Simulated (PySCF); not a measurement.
## Working out the ionisation energy of As

As [Ar] 3d10 4s2 4p3 (4S) → As⁺ [Ar] 3d10 4s2 4p2 (3P). Computed with PySCF 2.14 in x2c-TZVPPall (6s5p4d1f, 48 functions), with the spin-free X2C one-electron Hamiltonian (Gaussian nucleus). Frozen: [Ar] 3d10. Energies in hartree (1 hartree = 27.21139 eV):

```csv
part,As (lower),As⁺ (upper)
UHF,-2259.010127,-2258.663367
CCSD correlation,-0.084020,-0.067720
(T),-0.002696,-0.001576
```

Task: What does Hartree-Fock give?

Result: (-2258.663367) − (-2259.010127) = 0.346760 hartree = 9.436 eV.

Task: What do CCSD and CCSD(T) give?

Result: The CCSD correlation energies differ by 0.016300 hartree = 0.444 eV and the triples by 0.001120 hartree = 0.030 eV, so CCSD gives 9.880 eV and CCSD(T) 9.910 eV.

Measured between the centres of the two terms (NIST): 10.008 eV, so CCSD(T) (valence) is off by -0.098 eV.

What remains against the reference includes basis incompleteness, the frozen core and higher excitations.
